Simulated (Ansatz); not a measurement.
Consider the atomization: `ClC1C[CH2][AlH][O]1` → Al• + 3 C• + Cl• + 6 H• + O•.

Isolated molecules relaxed with PBE0-D4/def2-TZVP in Ansatz; ΔE leaves out vibrations. CBS: MP2 limit from def2 TZ/QZ plus the TZ coupled-cluster correction, frozen cores. This one scheme is used for every species, atoms too. For atomizations the MP2-based limit and the directly extrapolated one differ by several kJ/mol either way, and by 10 to 25 for some Ge, Se and Sn compounds, so smaller differences from it don't rank the levels. No spin–orbit coupling; open shells (•) take unrestricted orbitals. Spin–orbit coupling would lower the free atoms: a little for Al, C, Cl, O.

`ClC1C[CH2][AlH][O]1`:

Cartesian coordinates in Å:
```
Cl 1.200 1.680 1.983
C 0.536 0.239 1.123
C 0.765 0.407 -0.385
C -0.175 -0.523 -1.176
Al -1.689 -0.474 0.054
O -0.801 0.077 1.425
H 1.119 -0.593 1.530
H 1.823 0.250 -0.610
H 0.538 1.449 -0.631
H -0.323 -0.177 -2.199
H 0.233 -1.539 -1.241
H -3.228 -0.796 0.127
```

```csv
species,MP2/def2-SVP energy (Eh)
`ClC1C[CH2][AlH][O]1`,-893.83886
Al•,-241.81838
C•,-37.69532
Cl•,-459.42824
H•,-0.49928
O•,-74.82140
```

Task: Work out ΔE.

Result: ΔE = 6 × (-0.49928) + 3 × (-37.69532) + (-241.81838) + (-459.42824) + (-74.82140) − (-893.83886) = 1.68920 Eh = +4435.0 kJ/mol. CCSD(T)/CBS gives +4588.3 kJ/mol.

Largest T1 diagnostic among the species: 0.018.

At CCSD(T), def2-SVP lies −232.5 kJ/mol from the extrapolated value and def2-TZVPP −119.7 kJ/mol: correlation converges slowly with the basis, and small sets miss more of it in the bonded molecule than in its fragments. From r2SCAN to r2SCAN0 (25 % exact exchange), in def2-TZVPP and without D4, ΔE moves by −72.5 kJ/mol: exact exchange takes away binding that semilocal exchange gives to molecules. Leaving LDA and LC-ωPBE aside and taking each functional with its dispersion term where it has one, the values, not all of them listed here, spread over 258.0 kJ/mol, from BHLYP-D4 to PBE-D4. LDA lies +624.7 kJ/mol from PBE without D4, its usual overbinding.
